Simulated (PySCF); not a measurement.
Spin states and ions at one geometry of [ReO3(OH)2]−

PySCF 2.14.0, RKS PBE, Re def2-SVP with ECP60, O def2-SVP, H def2-SVP; non-relativistic Hamiltonian with scalar-relativistic core potentials where named; density fitting; no spin-orbit coupling; singlets restricted, open shells unrestricted. The geometry is relaxed for charge -1, singlet, vacuum:

```xyz
8

Re    0.0036   -0.0120    0.0778
O    -0.8424   -0.0461    1.6058
O    -1.0319   -0.2060   -1.3334
O     1.7449    0.2115    0.2177
O    -0.1429    1.9540   -0.2421
H     0.6232    2.3680    0.1992
O     0.3854   -1.9695   -0.0399
H    -0.3805   -2.3722   -0.4916
```

Energies count from the relaxed state; an electron taken off or put on is at rest in vacuum. Charges and spins are Mulliken's.

| state | energy (eV) | spin squared | charge on Re1 (e) | spin on Re1 (e) | dipole about the centre of mass (D) |
| --- | --- | --- | --- | --- | --- |
| charge -1, singlet, vacuum | 0.00 | 0.00 | 0.77 | 0.00 | 0.07 |
| charge 0, doublet, vacuum | 4.65 | 0.76 | 0.98 | -0.17 | 0.16 |

Task: What does the state charge -1, triplet, vacuum give?

Result: energy (eV) 3.10, spin squared 2.01, charge on Re1 (e) 0.69, spin on Re1 (e) 0.62, dipole about the centre of mass (D) 0.18.

With an electron taken off (doublet) the charges change, summed by element, by Re +0.21 e, O +0.67 e, H +0.12 e. The vertical ionisation energy is 4.65 eV, against −ε(HOMO) = 1.53 eV of the relaxed state. The level lies 3.1 eV too high, as is usual for semilocal functionals and global hybrids, which keep a self-interaction error.

Open shells may have lower solutions than those found. Hard to converge, so the more doubtful: charge 0, doublet, vacuum.
